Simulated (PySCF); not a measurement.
Gas-phase reaction: ZrCl₄.H₂O + O + ZrO₂ + H₂ → 2 ZrCl₂(OH)₂

Method: PySCF energies plus ideal-gas RRHO corrections (1 bar). † marks an energy on the PBE0/def2-TZVP geometry and frequencies; other levels use their own. MP2 and CCSD(T) freeze the core. Open shells (unrestricted): O (multiplicity 3); the rest are closed-shell singlets. Spin-orbit splitting is ignored; it lowers the true energy and changes the entropy of O. B3LYP is the form with VWN-RPA correlation. Zr: scalar-relativistic def2 core potential, no spin-orbit coupling. Adducts (ZrCl₄.H₂O) have no counterpoise correction, and HF, PBE, BLYP, B3LYP and PBE0 lack dispersion. ZrCl₄.H₂O, ZrCl₂(OH)₂: computed as isolated molecules; such fragments, hydroxides, amides, oligomers or adducts are transient or little studied in the gas. MP2 isn't extrapolated to the basis-set limit. CCSD(T) isn't extrapolated to the basis-set limit. Warning, large T1 diagnostic: ZrO₂ (CCSD(T)/def2-SVP†).

```tsv
level	ΔH°(298 K), kJ
B3LYP/def2-TZVP†	?
CCSD(T)/def2-SVP†	?
M06-2X/def2-TZVP†	-1085
MP2/def2-TZVPP†	-1033
PBE0/def2-TZVP	?
r2SCAN/def2-TZVP†	?
LDA/def2-TZVP†	-1190
ωB97M-V/def2-TZVP†	-1090
```

**Question.** Some entries are withheld; supply them.

**Answer.** 
- B3LYP/def2-TZVP†, ΔH°(298 K), kJ: -1057
- CCSD(T)/def2-SVP†, ΔH°(298 K), kJ: -1039
- PBE0/def2-TZVP, ΔH°(298 K), kJ: -1062
- r2SCAN/def2-TZVP†, ΔH°(298 K), kJ: -1055
